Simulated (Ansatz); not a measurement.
Geometry optimisation, RKS BLYP-D4/def2-SVP in Ansatz.

The input (input.yaml):

```yaml
crystal:
  periodic: [false, false, false]
  atoms:
    - { symbol: "N", position_ang: [-0.8431, 0.72873, -1.15192] }
    - { symbol: As, position_ang: [-0.69288, 0.79935, 0.58445] }
    - { symbol: "N", position_ang: [0.57954, -0.97539, 0.81234] }
    - { symbol: H, position_ang: [-1.71877, 0.4543, -1.57509] }
    - { symbol: H, position_ang: [-0.24354, 1.19579, -1.81589] }
    - { symbol: H, position_ang: [0.57199, 1.59508, 0.58821] }
    - { symbol: H, position_ang: [1.17275, -1.10551, -0.00817] }
    - { symbol: H, position_ang: [0.00138, -1.80819, 0.92854] }
    - { symbol: H, position_ang: [1.17263, -0.88415, 1.63752] }
total_charge: 1
basis:
  gaussian: { orbitals: def2-SVP }
hamiltonian:
  xc: blyp
  dispersion: d4
relax:
  f_tol: 0.015
  max_steps: 40
```

Launched with:

```bash
$ ansatz run input.yaml --threads 1 --pin off --max-ram 2048MiB --backend cpu --events-out ev --progress --plain --runs-dir out
```

Where does it end, and by what steps?

It converged. Limits of this set-up: the dipole of an ion depends on the origin. After 9 steps the energy has fallen by 0.108 eV; N1 moved furthest, 0.12 Å.

```tsv
step	energy less start (eV)	largest force component (eV/Å)	accepted
0	0.0000	1.524	yes
1	-0.0870	0.544	yes
2	-0.0986	0.477	yes
3	-0.1057	0.350	yes
4	-0.1032	0.191	no
5	-0.1079	0.143	yes
6	-0.1076	0.039	no
7	-0.1081	0.103	yes
8	-0.1084	0.016	yes
9	-0.1084	0.002	yes
```

```xyz
9
Properties=species:S:1:pos:R:3
N -0.907 0.821 -1.194
As -0.725 0.793 0.591
N 0.597 -0.997 0.843
H -1.770 0.474 -1.625
H -0.222 1.199 -1.856
H 0.585 1.611 0.590
H 1.199 -1.137 0.014
H 0.030 -1.853 0.966
H 1.213 -0.912 1.670
```

Whether the end is a true minimum wasn't checked by a vibrational analysis.

Run time: 35 s on 1 CPU thread of a shared host.
